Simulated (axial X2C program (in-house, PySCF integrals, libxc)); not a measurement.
**CoF⁻: properties at the nuclei**

Computed with an in-house all-electron X2C program for linear molecules (integrals from PySCF): two-component X2C with atomic mean-field Coulomb and Gaunt terms, Gaussian nuclei, basis Co dyall-acv3z, F dyall-av3z with contracted cores.

R = 1.831 Å (near the PBE0 minimum at charge -1 of the determinant lowest at the starting distance; the state shown can have its own minimum elsewhere).

Determinant lowest in the PBE0 search, Ω = 9/2 (⟨Sz⟩ = 1.50, ⟨Lz⟩ = 3.00 at PBE0), spin on the atoms Co 1.47, F 0.03:

```csv
level,Eeff magnitude (GV/cm),Ws magnitude Co (kHz),A∥/gI Co (MHz),qzz Co (a.u.),A∥/gI F (MHz),qzz F (a.u.)
PBE0,0.212,0.0295,394,-0.64,17.9,0.64
HF,0.00749,0.00694,437,-0.49,11.3,0.39
TPSSh,0.294,0.0369,399,-0.86,19.4,0.69
PBE,0.337,0.0405,417,-0.88,21.9,0.70
BP86,0.364,0.0431,423,-0.89,21.8,0.69
```

Eeff is the effective electric field on the electron electric dipole moment in this Ω state and Ws the scalar–pseudoscalar constant of the nucleus named (defined with the proton number Z and per Ω); A∥ (defined per Ω) follows by multiplying with gI = μI/(I μN); qzz is the electric field gradient, eQq0 = 234.96 MHz × Q/barn × qzz. The operators were transformed with the bare-nucleus X2C matrices; with these basis sets, hyperfine constants and field gradients can be off by tens of per cent, and where levels differ in sign neither size nor sign is settled.

(1) With gI(59Co) = 1.3220, Q(59Co) = 0.42 barn, gI(19F) = 5.2577 (g factors from the IAEA table of nuclear moments by Stone; Q from Pyykkö, Mol. Phys. 2018), turn the PBE0 values of the first state into constants in MHz.

Each state is one determinant with collinear spin, which with several unpaired electrons need not be a pure state. Unrestricted Hartree–Fock can overshoot spin polarisation at the nuclei. In the state Ω = 9/2 the sign of Eeff differs between levels (HF against PBE0). For an anion, determinants above electron detachment, or with a positive highest level, are held by the basis set. With several open shells hyperfine constants can be off by a factor of several. Where Eeff spreads by more than a factor of two the levels disagree and none is to be relied on. States lie within half an eV, so the first need not be the ground state. Further determinants of the search, some of them spin-mixed, are not shown.

Answers

(1) A∥(59Co) = 394 × 1.3220 = 521 MHz; eQq0(59Co) = 234.96 × (0.42) × (-0.64) = -63.2 MHz; A∥(19F) = 17.9 × 5.2577 = 94.1 MHz.
